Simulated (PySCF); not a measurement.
propyl chloride (C3H7Cl), singlet, at a GFN2-xTB geometry. Base run: PySCF with BLYP/def2-SV(P).

Here is a job for PySCF.
```python
from pyscf import gto, scf, dft

mol = gto.M(
    atom='''
C     0.895568   -0.626932    0.008948
C     2.362496   -0.211158    0.028295
C    -0.008376    0.594253    0.001829
H     0.672448   -1.235995    0.886785
H     0.694098   -1.230258   -0.878038
H     3.001061   -1.090297    0.033271
Cl   -1.726146    0.108846   -0.020821
H     2.603733    0.384592   -0.849005
H     2.582092    0.378857    0.915103
H     0.135530    1.199972    0.896784
H     0.157393    1.205765   -0.885371
''',
    basis='def2-sv(p)',
    charge=0,
    spin=0,
    verbose=4,
)

mf = dft.RKS(mol)
mf.xc = 'blyp'
mf.kernel()
```

Variants of this job, named by their change:

| change | ΔE vs base (mEh) | fitting functions | dipole (D) |
|---|---|---|---|
| base | 0.000 | - | 1.81 |
| auxbasis = def2-universal-jkfit | -0.089 | 479 | 1.81 |
| auxbasis = even-tempered beta=3.0 | -2.565 | 379 | 1.81 |
| auxbasis = even-tempered beta=2.0 | -0.360 | 576 | 1.81 |
| auxbasis = autoaux | -0.829 | 548 | 1.81 |
| auxbasis = cc-pvdz-jkfit | -0.266 | 483 | 1.81 |
| auxbasis = cc-pvqz-jkfit | -0.074 | 823 | 1.81 |
| auxbasis = def2-svp-ri | -852.7 | 304 | 1.82 |
| auxbasis = cc-pvtz-jkfit | -0.136 | 568 | 1.81 |
| auxbasis = def2-universal-jfit | -0.264 | 275 | 1.81 |

A fitting set is made for a task (jfit for Coulomb, jkfit for Coulomb and exchange, ri for correlation) and for a family of orbital bases.
